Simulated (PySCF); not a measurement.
## Ions at one geometry of [CeH3(H2O)]+

PySCF 2.14.0, RKS PBE0, Ce def2-SVP with ECP28, H def2-SVP, O def2-SVP; non-relativistic Hamiltonian with scalar-relativistic core potentials where named; density fitting; no spin-orbit coupling; singlets restricted, open shells unrestricted. The geometry is relaxed for charge +1, singlet, vacuum:

```xyz
7

Ce    0.2473   -0.2027    0.2027
H     1.2482    1.0334    1.2767
H    -1.0393   -1.2084    1.2084
H     1.2482   -1.2767   -1.0334
O    -1.1848    1.1775   -1.1775
H    -1.5333    2.0591   -0.9647
H    -1.5333    0.9647   -2.0591
```

Energies count from the relaxed state; an electron taken off or put on is at rest in vacuum. Charges and spins are Mulliken's.

```csv
state,energy (eV),spin squared,charge on Ce1 (e),spin on Ce1 (e),dipole about the centre of mass (D)
"charge +1, singlet, vacuum",0.00,0.00,1.22,0.00,5.21
"charge 0, doublet, vacuum",-7.16,0.75,0.84,1.03,7.10
```

Task: What does the state charge +2, doublet, vacuum give?

Result: energy (eV) 14.54, spin squared 1.10, charge on Ce1 (e) 1.48, spin on Ce1 (e) 0.01, dipole about the centre of mass (D) 3.38.

With an electron taken off (doublet) the charges change, summed by element, by Ce +0.26 e, H +0.74 e, O -0.00 e. The vertical ionisation energy is 14.54 eV, against −ε(HOMO) = 12.53 eV of the relaxed state. The level lies 2.0 eV too high, as is usual for semilocal functionals and global hybrids, which keep a self-interaction error.

With an electron put on (doublet) the charges change, summed by element, by Ce -0.37 e, H -0.64 e, O +0.01 e. The vertical electron affinity is 7.16 eV, against −ε(LUMO) = 8.60 eV of the relaxed state.

Open shells may have lower solutions than those found. Spin squared well over S(S+1) tells of spin contamination.

No other spin state of this charge was computed.
